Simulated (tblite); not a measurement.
Compound: C3H8O2SSi.
Z-matrix (Å and degrees, GFN2-xTB geometry), rows numbered from 1:
```
C 
C   1  1.5207
Si  2  1.9269  1  111.45
S   3  2.1314  2  108.90  1   176.76
C   2  1.4849  1  114.10  3  -120.38
O   5  1.2121  2  123.99  1  -163.75
O   5  1.3379  2  114.33  1    19.94
H   1  1.0865  2  110.86  3    59.78
H   1  1.0885  2  110.77  3   179.78
H   1  1.0871  2  110.00  3   -60.29
H   2  1.0934  1  110.27  3   118.85
H   3  1.4557  2  107.62  1    60.09
H   3  1.4609  2  108.90  1   -62.26
H   4  1.3281  3   95.46  2    23.82
H   7  0.9700  5  110.04  2   177.39
```

Calculated harmonic vibrations of the isolated species, GFN2-xTB (tblite), most abundant isotopes, no scaling. The method is semi-empirical: single wavenumbers can be off by several per cent or more. Modes of hydrogen on silicon and sulfur can be 10 to 20 % off. One conformer, not necessarily the lowest.

Harmonic wavenumbers (cm⁻¹): 48.4, 67.2, 130.7, 181.7, 203.7, 250.9, 256.5, 335.2, 460.7, 499.7, 531.9, 547.3, 558.1, 599.8, 655.1, 674.8, 746.2, 766.4, 786.2, 876.8, 999.9, 1047.0, 1118.4, 1130.1, 1171.9, 1256.6, 1298.8, 1420.6, 1495.0, 1503.1, 1728.5, 2285.6, 2334.2, 2412.9, 2947.1, 3024.8, 3039.5, 3052.1, 3448.9.

A = 2589, B = 1283, C = 959.3 MHz; mass 136.001 u (most abundant isotopes); point group C1, symmetry number 1.

**Question.** Zero-point energy?

**Answer.** Half the sum of the wavenumbers: 22946 cm⁻¹ = 274.50 kJ/mol.

**Question.** What is S at 200 K and 1 bar for an ideal gas of classical rigid rotors and harmonic oscillators?

**Answer.** Translation 161.83, rotation 116.36, vibration 71.96: S = 350.1 J/(mol K).

**Question.** And Cp and H(200 K) − H(0)?

**Answer.** Cp = 114.41 J/(mol K), of which vibrations give 81.15 (their classical limit is 39 R = 324.3); H(200 K) − H(0) = 14.60 kJ/mol without the zero-point energy, 7.95 from vibrations.

**Question.** How do the functions run with temperature in this model?

**Answer.** 
```tsv
T (K)	S (J/(mol K))	Cp (J/(mol K))	H − H(0) (kJ/mol)	G − H(0) (kJ/mol)	ln q(vib)
150	320.3	94.0	9.39	-38.65	2.69
250	377.8	134.0	20.82	-73.63	5.07
298.15	402.9	151.5	27.70	-92.44	6.23
400	452.1	183.5	44.82	-136.02	8.67
600	535.7	228.8	86.37	-235.06	13.27
900	637.3	271.3	161.93	-411.60	19.53
```

q(vib) and H(0) count from the zero-point level.

**Question.** What must be added to the electronic energy to get the Gibbs energy at 200 K and 1 bar?

**Answer.** ZPE + [H(200 K) − H(0)] − T·S = 274.50 + 14.60 − 70.03 = 219.07 kJ/mol.

Hindered rotation and anharmonicity are outside this model. Other conformers, if any are populated, would add a mixing term that is left out. The structure is chiral; the term R ln 2 for an equal mix with its mirror image is left out.
